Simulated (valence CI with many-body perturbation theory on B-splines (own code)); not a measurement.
**Energy levels of Eu55+**

Calculated by configuration interaction combined with many-body perturbation theory (CI+MBPT): six valence electrons over a frozen Dirac-Fock core [He], a basis of 9 s, 9 p, 8 d, 6 f, 3 g, 1 h functions for each j, with the one-electron correlation potential Σ1, the two-electron term Σ2, the three-electron term Σ3, Breit, model QED; selected CI, second order for the rest, scaled by the run's own slope (own B-spline code, finite nucleus).

No measured spectrum was set against this ion. As an estimate, large intervals hold to a few tenths of a per cent, small ones and those within an open d or f shell to about a per cent. Among the levels kept, up to 2100 cm⁻¹ of a level comes from second order outside the variational space, and about a tenth of that is noise between levels of different J, which matters for small intervals.

Levels 1 to 45 of 62, with energies above the lowest level, (2s^2 2p1/2^2 2p3/2^2) J=2. "Leading %" is the weight of the configuration and term that name the level; weights of strongly mixed levels are sums over their largest components and can fall short, so below about 35 % the name and the second component can differ from the true leading terms, or belong to a minority configuration. In the jj column 3d3/2^4 stands for four electrons in 3d with j = 3/2.

| No. | Configuration | Term | J | E (eV) | Leading % | Leading jj | g |
| --- | --- | --- | --- | --- | --- | --- | --- |
| 1 | 2s²2p⁴ | ³P | 2 | 0.0 | 69 | 2s^2 2p1/2^2 2p3/2^2 (100 %) | 1.320 |
| 2 | 2s²2p⁴ | ¹S | 0 | 47.9 | 64 | 2s^2 2p1/2^2 2p3/2^2 (100 %) |  |
| 3 | 2s²2p⁴ | ³P | 1 | 670.2 | 100 | 2s^2 2p1/2 2p3/2^3 (100 %) | 1.478 |
| 4 | 2s²2p⁴ | ¹D | 2 | 688.2 | 69 | 2s^2 2p1/2 2p3/2^3 (100 %) | 1.128 |
| 5 | 2s2p⁵ | ³P° | 2 | 991.4 | 100 | 2s 2p1/2^2 2p3/2^3 (100 %) | 1.474 |
| 6 | 2s2p⁵ | ¹P° | 1 | 1058.1 | 60 | 2s 2p1/2^2 2p3/2^3 (99 %) | 1.179 |
| 7 | 2s²2p⁴ | ³P | 0 | 1376.3 | 64 | 2s^2 2p3/2^4 (99 %) |  |
| 8 | 2s2p⁵ | ³P° | 0 | 1671.0 | 100 | 2s 2p1/2 2p3/2^4 (100 %) |  |
| 9 | 2s2p⁵ | ³P° | 1 | 1705.6 | 60 | 2s 2p1/2 2p3/2^4 (99 %) | 1.265 |
| 10 | 2p⁶ | ¹S | 0 | 2083.5 | 99 | 2p1/2^2 2p3/2^4 (99 %) |  |
| 11 | 2s²2p³3s | ³P° | 2 | 6190.1 | 48 | 2s^2 2p1/2^2 2p3/2 3s (100 %) | 1.501 |
| 12 | 2s²2p³3s | ¹P° | 1 | 6197.7 | 32 | 2s^2 2p1/2^2 2p3/2 3s (100 %) | 1.162 |
| 13 | 2s²2p³3p | ³P | 1 | 6285.3 | 32 | 2s^2 2p1/2^2 2p3/2 3p1/2 (100 %) | 1.487 |
| 14 | 2s²2p³3p | ³D | 2 | 6287.1 | 25 | 2s^2 2p1/2^2 2p3/2 3p1/2 (100 %) | 1.172 |
| 15 | 2s²2p³3p | ³D | 3 | 6476.6 | 49 | 2s^2 2p1/2^2 2p3/2 3p3/2 (100 %) | 1.330 |
| 16 | 2s²2p³3p | ³P | 1 | 6476.8 | 35 | 2s^2 2p1/2^2 2p3/2 3p3/2 (100 %) | 1.351 |
| 17 | 2s²2p³3p | ³P | 2 | 6500.0 | 44 | 2s^2 2p1/2^2 2p3/2 3p3/2 (99 %) | 1.318 |
| 18 | 2s²2p³3p | ³P | 0 | 6521.1 | 71 | 2s^2 2p1/2^2 2p3/2 3p3/2 (100 %) |  |
| 19 | 2s²2p³3d | ³D° | 2 | 6576.4 | 33 | 2s^2 2p1/2^2 2p3/2 3d3/2 (99 %) | 1.031 |
| 20 | 2s²2p³3d | ³F° | 3 | 6583.2 | 27 | 2s^2 2p1/2^2 2p3/2 3d3/2 (97 %) | 1.092 |
| 21 | 2s²2p³3d | ³D° | 1 | 6586.1 | 33 | 2s^2 2p1/2^2 2p3/2 3d3/2 (99 %) | 1.098 |
| 22 | 2s²2p³3d | ³P° | 0 | 6588.2 | 63 | 2s^2 2p1/2^2 2p3/2 3d3/2 (100 %) |  |
| 23 | 2s²2p³3d | ³F° | 4 | 6627.9 | 50 | 2s^2 2p1/2^2 2p3/2 3d5/2 (100 %) | 1.246 |
| 24 | 2s²2p³3d | ³D° | 2 | 6637.4 | 34 | 2s^2 2p1/2^2 2p3/2 3d5/2 (99 %) | 1.236 |
| 25 | 2s²2p³3d | ³D° | 3 | 6651.2 | 46 | 2s^2 2p1/2^2 2p3/2 3d5/2 (97 %) | 1.199 |
| 26 | 2s²2p³3d | ³D° | 1 | 6660.7 | 35 | 2s^2 2p1/2^2 2p3/2 3d5/2 (99 %) | 1.054 |
| 27 | 2s²2p³3s | ⁵S° | 2 | 6844.4 | 54 | 2s^2 2p1/2 2p3/2^2 3s (100 %) | 1.582 |
| 28 | 2s²2p³3s | ³S° | 1 | 6854.3 | 55 | 2s^2 2p1/2 2p3/2^2 3s (100 %) | 1.304 |
| 29 | 2s²2p³3s | ³D° | 3 | 6867.7 | 100 | 2s^2 2p1/2 2p3/2^2 3s (100 %) | 1.309 |
| 30 | 2s²2p³3s | ¹D° | 2 | 6874.5 | 66 | 2s^2 2p1/2 2p3/2^2 3s (100 %) | 1.031 |
| 31 | 2s²2p³3s | ³P° | 0 | 6908.1 | 100 | 2s^2 2p1/2 2p3/2^2 3s (100 %) |  |
| 32 | 2s²2p³3s | ³P° | 1 | 6911.3 | 66 | 2s^2 2p1/2 2p3/2^2 3s (100 %) | 1.310 |
| 33 | 2s²2p³3p | ⁵P | 1 | 6937.6 | 46 | 2s^2 2p1/2 2p3/2^2 3p1/2 (100 %) | 1.642 |
| 34 | 2s²2p³3p | ³F | 2 | 6945.4 | 34 | 2s^2 2p1/2 2p3/2^2 3p1/2 (100 %) | 1.205 |
| 35 | 2s²2p³3p | ³F | 3 | 6961.9 | 44 | 2s^2 2p1/2 2p3/2^2 3p1/2 (100 %) | 1.091 |
| 36 | 2s²2p³3p | ³P | 2 | 6991.6 | 52 | 2s^2 2p1/2 2p3/2^2 3p1/2 (99 %) | 1.309 |
| 37 | 2s²2p³3p | ³D | 1 | 7000.7 | 73 | 2s^2 2p1/2 2p3/2^2 3p1/2 (99 %) | 0.644 |
| 38 | 2s²2p³3p | ³P | 0 | 7037.9 | 64 | 2s^2 2p1/2 2p3/2^2 3p1/2 (98 %) |  |
| 39 | 2s2p⁴3s | ⁵P | 3 | 7107.8 | 50 | 2s 2p1/2^2 2p3/2^2 3s (69 %) | 1.498 |
| 40 | 2s²2p³3p | ³D | 2 | 7125.4 | 23 | 2s^2 2p1/2 2p3/2^2 3p3/2 (71 %) | 1.415 |
| 41 | 2s²2p³3p | ³P | 0 | 7132.3 | 100 | 2s^2 2p1/2 2p3/2^2 3p3/2 (99 %) |  |
| 42 | 2s²2p³3p | ⁵P | 3 | 7138.4 | 40 | 2s^2 2p1/2 2p3/2^2 3p3/2 (80 %) | 1.373 |
| 43 | 2s²2p³3p | ¹P | 1 | 7145.8 | 49 | 2s^2 2p1/2 2p3/2^2 3p3/2 (98 %) | 0.975 |
| 44 | 2s2p⁴3s | ³P | 2 | 7147.5 | 42 | 2s 2p1/2^2 2p3/2^2 3s (69 %) | 1.383 |
| 45 | 2s²2p³3p | ³F | 4 | 7153.4 | 100 | 2s^2 2p1/2 2p3/2^2 3p3/2 (100 %) | 1.229 |

The ionisation energy to 2s²2p³ ²P°3/2 of the next ion comes out as 11457 eV (NIST: 11457 ± 5 eV (theoretical)). All 62 levels together are meant to be complete up to 7271.3 eV.
